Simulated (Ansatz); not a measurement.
Gas-phase electronic energies from Ansatz, PBE0-D4/def2-TZVP geometries. CCSD(T)/CBS is the MP2 limit (def2-TZVPP, def2-QZVPP) plus CCSD(T) − MP2 in def2-TZVPP, frozen cores. Functionals use def2-TZVPP. B3LYP here is the variant with VWN-RPA as its local correlation; programs differ in this. For Br outer-core shells are correlated without core-valence functions, which leaves a few kJ/mol of doubt a bond. Scalar relativity is left out up to krypton. Each species was taken in one conformer, which may not be the lowest.

Reaction (substitution at a C–C bond): `CC(Cl)Br` + `[CH3][Al]([OH])[OH]` → `C[O][Al]([CH3])[OH]` + `ClCBr`

**Question.** Is it downhill or uphill in electronic energy at CCSD(T)/CBS, and by how much? (Best estimate.)

**Answer.** The calculation gave: Uphill: ΔE = +0.83 eV.

**Question.** What do these levels give: BLYP-D4, r2SCAN0-D4, BLYP, B3LYP, CCSD(T)/def2-TZVPP, CCSD/CBS(def2)? (Best estimate.)

**Answer.** Ansatz gave: BLYP-D4 0.70, r2SCAN0-D4 0.78, BLYP 0.64, B3LYP 0.67, CCSD(T)/def2-TZVPP 0.79, CCSD/CBS(def2) 0.81 eV.

Largest T1 diagnostic among the species: 0.012.

Leaving LDA and LC-ωPBE aside and taking each functional with its dispersion term where it has one, the values, not all of them listed here, spread over 0.11 eV, from BLYP-D4 to PBE-QIDH. LDA lies +0.09 eV from PBE without D4. At CCSD(T), def2-SVP lies −0.13 eV from the extrapolated value and def2-TZVPP −0.04 eV. The D4 term adds +0.04 eV with B3LYP and +0.02 eV with PBE0; it sums over pairs of atoms, weighted by their polarisabilities, and B3LYP, whose exchange is more repulsive, gets the larger term.
